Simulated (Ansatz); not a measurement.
A nudged elastic band was laid between two geometries of AlH₈NOSi₂ (13 atoms, charge 0, multiplicity 1).

All numbers below come from RKS B3LYP-D4/def2-SVP (Ansatz).

```
movable images  : 5
climbing image  : yes
spring          : 5.0 eV/Å²
optimiser       : quadratic models (default)
start path      : through a guess of the saddle point
force threshold : 0.05 eV/Å
iteration limit : 60
end points      : relaxed
```

Image 0:

```xyz
13
Properties=species:S:1:pos:R:3
O -2.103 0.432 2.216
Si -1.565 0.975 0.730
N 0.012 0.348 0.399
Si 0.466 -1.087 -0.521
Al 2.622 -0.683 -1.639
H -2.778 0.960 2.659
H -1.526 2.471 0.762
H -2.449 0.506 -0.372
H 0.765 0.765 0.943
H -0.636 -1.327 -1.505
H 0.528 -2.330 0.324
H 3.100 -1.519 -2.906
H 3.585 0.455 -1.076
```

Image 6:

```xyz
13
Properties=species:S:1:pos:R:3
O -2.092 0.443 2.227
Si -1.568 0.971 0.731
N 0.007 0.341 0.395
Si 0.462 -1.089 -0.531
Al 2.626 -0.679 -1.633
H -2.763 0.976 2.670
H -1.532 2.467 0.747
H -2.459 0.489 -0.360
H 0.762 0.757 0.939
H -0.634 -1.322 -1.523
H 0.517 -2.337 0.307
H 3.584 0.457 -1.055
H 3.113 -1.509 -2.900
```

Question: Which bonds break or form, and what moves?

Answer: No bond is made or broken. The dihedral N3–Si4–Al5–H12 goes from -159 to 21°. The two ends are copies of one structure, up to a mirror image or an exchange of like atoms.

Question: Give the energies along the band, and the barrier.

Answer: It converged. The highest image is number 3 of 0 to 6, 4.9 kJ/mol above the ends, which have the same energy within 2 meV. A vibrational analysis at the climbing image gives one clearly imaginary mode, 79i cm⁻¹: a first-order saddle point.

```json
{"image": "0", "path coordinate (Å)": "0.00", "energy (kJ/mol)": "0.0", "dihedral N3–Si4–Al5–H12 (°)": "-159"}
{"image": "1", "path coordinate (Å)": "1.25", "energy (kJ/mol)": "1.5", "dihedral N3–Si4–Al5–H12 (°)": "-123"}
{"image": "2", "path coordinate (Å)": "2.49", "energy (kJ/mol)": "2.0", "dihedral N3–Si4–Al5–H12 (°)": "-90"}
{"image": "3", "path coordinate (Å)": "3.74", "energy (kJ/mol)": "4.9", "dihedral N3–Si4–Al5–H12 (°)": "-65"}
{"image": "4", "path coordinate (Å)": "4.76", "energy (kJ/mol)": "3.8", "dihedral N3–Si4–Al5–H12 (°)": "-35"}
{"image": "5", "path coordinate (Å)": "5.79", "energy (kJ/mol)": "1.2", "dihedral N3–Si4–Al5–H12 (°)": "-5"}
{"image": "6", "path coordinate (Å)": "6.82", "energy (kJ/mol)": "0.0", "dihedral N3–Si4–Al5–H12 (°)": "21"}
```

Question: What is the geometry of the highest image?

Answer: 
```xyz
13
Properties=species:S:1:pos:R:3:forces:R:3
O -2.290 0.529 2.050 0.00 -0.01 0.01
Si -1.496 0.980 0.651 0.00 0.00 0.00
N 0.052 0.212 0.577 0.00 0.00 0.00
Si 0.552 -1.211 -0.345 -0.01 0.01 0.00
Al 2.515 -0.600 -1.713 0.01 0.00 0.01
H -2.934 1.149 2.411 0.00 0.00 -0.01
H -1.345 2.468 0.665 0.00 0.00 0.00
H -2.238 0.550 -0.566 0.00 0.00 0.00
H 0.723 0.533 1.274 0.00 0.00 0.00
H -0.606 -1.559 -1.226 -0.01 0.00 0.00
H 0.777 -2.392 0.553 0.01 0.00 0.00
H 2.333 0.476 -2.871 -0.01 0.00 0.00
H 3.979 -1.169 -1.448 0.00 0.00 0.00
```

Question: What are the harmonic wavenumbers there?

Answer: 79i, 29, 32, 105, 145, 207, 276, 314, 388, 433, 512, 549, 589, 674, 731, 773, 808, 834, 853, 860, 933, 945, 967, 993, 1202, 1901, 1909, 2162, 2191, 2195, 2238, 3558, 3873 cm⁻¹.

Time of the run: 4.7 min on 2 threads of Intel(R) Xeon(R) 6975P-C (Granite Rapids), on a shared host, peak memory 0.32 GiB.
